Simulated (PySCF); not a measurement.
**Telling isomers of C7H5F3 apart by NMR**

[PySCF 2.14: NMR shieldings at PBE0/pcSseg-1/GIAO; structure optimised with GFN2-xTB; one averaged value for each set of equivalent atoms; one computed conformer; no solvent model; non-relativistic Hamiltonian]

Referencing at the same level of theory: TMS for ¹H (σ = 31.72 ppm) and ¹³C (σ = 186.93 ppm). Splittings of carbon signals by F and P are missing where no couplings were computed. Where no couplings were computed, multiplicities follow the n + 1 count of equivalent neighbours, and m marks all less simple cases (inequivalent or close neighbours, rings, F or P nearby). Shifts are as computed. Against solution values, carbons near 30 ppm lie about +3 ppm off and those near 130 ppm about +5 ppm. Of 1309 compounds with measured shifts, 239 miss one by over three times the rms of a fit or turn the order of signals round; such compounds aren't used in these exercises.

(1) Tabulate the signals of `C#CCC(=C)C(F)=C(F)F`, `C=C(F)C(=C)C#CC(F)F`, `FC(F)(F)c1ccccc1`, `FC(F)(F)C#CC1=CCC1` and their relative energies.

(2) What is the quickest way to tell C=C(F)C(=C)C#CC(F)F from FC(F)(F)c1ccccc1?

(3) What is the quickest way to tell C#CCC(=C)C(F)=C(F)F from FC(F)(F)c1ccccc1?

(4) What is the quickest way to tell FC(F)(F)c1ccccc1 from FC(F)(F)C#CC1=CCC1?

## Answers

(1) 
```json
{"SMILES": "C#CCC(=C)C(F)=C(F)F", "carbon types": "4×C 1×CH 2×CH2", "δC": "169.2, 140.1, 138.9, 121.1, 85.5, 77.3, 26.6", "δH": "5.78 (m, 1H), 5.48 (m, 1H), 3.26 (d, 2H), 1.51 (t, 1H)", "E rel. (kcal/mol)": "100.9"}
{"SMILES": "C=C(F)C(=C)C#CC(F)F", "carbon types": "4×C 1×CH 2×CH2", "δC": "171.1, 135.3, 128.1, 110.5, 103.6, 92.4, 92.2", "δH": "6.77 (m, 1H), 6.42 (m, 1H), 6.21 (m, 1H), 5.53 (m, 1H), 5.37 (m, 1H)", "E rel. (kcal/mol)": "87.9"}
{"SMILES": "FC(F)(F)c1ccccc1", "carbon types": "2×C 5×CH", "δC": "137.6, 137.3, 134.3, 133.9, 132.2", "δH": "8.07 (m, 2H), 7.85 (m, 1H), 7.83 (m, 2H)", "E rel. (kcal/mol)": "0.0"}
{"SMILES": "FC(F)(F)C#CC1=CCC1", "carbon types": "4×C 1×CH 2×CH2", "δC": "161.3, 132.8, 125.0, 88.6, 86.3, 35.6, 31.2", "δH": "6.95 (t, 1H), 2.84 (m, 2H), 2.64 (m, 2H)", "E rel. (kcal/mol)": "81.9"}
```

Energies are electronic energies at PBE0/pcSseg-1 on these geometries, without zero-point or thermal terms, each for the one conformer computed, which needn't be the lowest.

(2) Count the carbon signals: 7 against 5. The first has a terminal =CH2 carbon at 135.3 ppm, the second an aromatic CH at 137.3 ppm. Their most deshielded carbons lie at 171.1 and 137.6 ppm. In the proton spectra the most deshielded non-exchanging signals are 6.77 (m, 1H) and 8.07 (m, 2H).

(3) Count the carbon signals: 7 against 5. The first has a terminal =CH2 carbon at 121.1 ppm, the second an aromatic CH at 137.3 ppm. Their most deshielded carbons lie at 169.2 and 137.6 ppm. In the proton spectra the most deshielded non-exchanging signals are 5.78 (m, 1H) and 8.07 (m, 2H).

(4) Count the carbon signals: 5 against 7. The first has an aromatic CH at 132.2 ppm, the second an allylic sp3 CH2 at 35.6 ppm. Their most deshielded carbons lie at 137.6 and 161.3 ppm. In the proton spectra the most deshielded non-exchanging signals are 8.07 (m, 2H) and 6.95 (t, 1H).
